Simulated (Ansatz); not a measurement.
`C=N[SiH2][GeH3]` + `COC=O` → `O=C[O][GeH3]` + `C=N[SiH2]C`  (formal exchange of groups at a Ge–Si bond)

Gas-phase electronic energies from Ansatz, PBE0-D4/def2-TZVP geometries. CCSD(T)/CBS is the MP2 limit (def2-TZVPP, def2-QZVPP) plus CCSD(T) − MP2 in def2-TZVPP, frozen cores. DFT in def2-TZVPP. B3LYP here is the variant with VWN-RPA as its local correlation; programs differ in this. For Ge outer-core shells are correlated without core-valence functions, which leaves a few kJ/mol of doubt a bond. Scalar relativity is left out up to krypton. Each species was taken in one conformer, which may not be the lowest.

(1) Is it downhill or uphill in electronic energy at CCSD(T)/CBS, and by how much? (An estimate is asked.)

(2) What do these levels give: PBE-D4, B3LYP-D4, ωB97M-V, B2PLYP, PBE, B3LYP, MP2/def2-TZVPP, MP2/def2-QZVPP, SCS-MP2/def2-QZVPP, HF/CBS(def2), MP2/CBS(def2), CCSD/CBS(def2)? (Best estimate.)

Largest T1 diagnostic among the species: 0.015.

## Answers

(1) The calculation gave: Downhill: ΔE = -1.10 eV.

(2) Computed: PBE-D4 -0.93, B3LYP-D4 -1.04, ωB97M-V -1.13, B2PLYP -1.12, PBE -0.93, B3LYP -1.03, MP2/def2-TZVPP -1.21, MP2/def2-QZVPP -1.21, SCS-MP2/def2-QZVPP -1.20, HF/CBS(def2) -1.19, MP2/CBS(def2) -1.20, CCSD/CBS(def2) -1.10 eV.

From PBE to PBE0 (25 % exact exchange), in def2-TZVPP and without D4, ΔE moves by −0.05 eV.
